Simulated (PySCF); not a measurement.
CH5FN2Si2, SMILES F[Si@@H]1C=N[SiH2]N1.

The structure is a stationary point at r2SCAN-D4/def2-SVP. The structure was generated by enumeration; whether it is a known compound was not checked.

Two levels are set side by side: PBE/def2-TZVP (PySCF) and PBE0/def2-TZVP (PySCF). Same geometry, gas phase. Differences are taken from unrounded values.

```tsv
quantity	PBE
orbital gap (eV)	3.06
highest occupied level (eV)	-5.70
lowest empty level (eV)	-2.64
dipole moment (D)	1.93
mean polarisability (bohr³)	72.8
```

**Question.** These are the PBE values. What does PBE0 give? (Estimate from the structure and the level; the computed values follow.)

**Answer.** 
```
quantity                      PBE0  PBE minus PBE0
---------------------------  -----  --------------
orbital gap (eV)              5.47           -2.41
highest occupied level (eV)  -7.06            1.36
lowest empty level (eV)      -1.59           -1.05
dipole moment (D)             2.02           -0.09
mean polarisability (bohr³)   69.4             3.4
```

Without exact exchange PBE keeps part of each electron's self-repulsion, which lifts occupied levels and narrows the gap. Loosely held outer electrons make PBE densities more polarisable. Differences between two approximate levels are no errors against the true value.

Rough cost on one machine, each run with all the roots and properties that it gave: PBE0 against PBE within a factor of 2.
